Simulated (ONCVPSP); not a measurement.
**Transferability test, ONCV potential for Lu (Z = 71)**

Lu, optimised norm-conserving Vanderbilt (ONCV), made with ONCVPSP 4.0.1 (BLYP, scalar-relativistic). Core [Kr] 4d10, reference 4f14 5s2 5p6 5d1 6s1 6p1. Waves: 5s+6s: rc 1.95 bohr, ncon 4, nbas 8, qcut 7.9 1/bohr, 2 projectors; 5p+6p: rc 2.00 bohr, ncon 4, nbas 9, qcut 7.7 1/bohr, 2 projectors; 5d: rc 3.10 bohr, ncon 3, nbas 8, qcut 5.9 1/bohr, 2 projectors, debl 0.7 Ha; 4f: rc 0.90 bohr, ncon 4, nbas 8, qcut 16.5 1/bohr, 2 projectors, debl 2.1 Ha. Local part: polynomial inside 0.85 bohr (lpopt 3, dvloc0 0 Ha). Core correction: polynomial model core, fcfact 0.25.

Energies are relative to the spin-unpolarised reference configuration 4f14 5s2 5p6 5d1 6s1 6p1; without spin polarisation the order of configurations can differ from experiment.

Task: Give the all-electron excitation energy and the error of the potential for: 4f14 5s2 5p6 5d1 6s2 6p0; 4f14 5s2 5p6 5d1 6s1 6p0; 4f14 5s2 5p6 5d1 6s0 6p0; 4f14 5s1 5p6 5d1 6s2 6p0.

Result:

| valence configuration | charge | ΔE all-electron (eV) | error AE − PS (meV) |
| --- | --- | --- | --- |
| 4f14 5s2 5p6 5d1 6s2 6p0 | 0 | -3.459 | +0.5 |
| 4f14 5s2 5p6 5d1 6s1 6p0 | +1 | 3.846 | -1.1 |
| 4f14 5s2 5p6 5d1 6s0 6p0 | +2 | 17.247 | -6.2 |
| 4f14 5s1 5p6 5d1 6s2 6p0 | +1 | 63.406 | -93 |

Levels in the configuration 4f14 5s2 5p6 5d1 6s1 6p0:

| level | all-electron (eV) | pseudo (eV) |
| --- | --- | --- |
| 4f | -16.135 | -16.144 |
| 5s | -67.607 | -67.612 |
| 5p | -38.202 | -38.206 |
| 5d | -7.828 | -7.829 |
| 6s | -10.236 | -10.236 |

Note: ghosts flagged at negative energy: s at -82.6 eV; GHOST(+) flagged for p at 122.4 eV, d at 130.2 eV. A true bound ghost makes a file unfit for plane-wave use.
